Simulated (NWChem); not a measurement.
System: GeCl4; SMILES [Cl][Ge]([Cl])([Cl])[Cl]

All runs: NWChem. Coordinates come from a PBE0/def2-SVP optimisation. Level PBE/def2-SVP: energy and gradient; each run changes one setting, and changes count from the defaults (medium grid, exact Coulomb integrals, symmetry on).

### Question
Which setting moves the energy most, and by about how much (extra-fine grid; defaults; coarse grid; Coulomb fitting, Weigend set)?

### Answer
Coulomb fitting, Weigend set, by about 500 μHa.
```csv
setting,size of the energy change (μHa),largest change of a gradient component (μHa/bohr),"time, defaults = 1 (rough)"
defaults,< 10,< 30,about 1
extra-fine grid,< 10,< 30,about 1
coarse grid,< 10,< 30,about 1
"Coulomb fitting, Weigend set",500,< 30,0.4
```
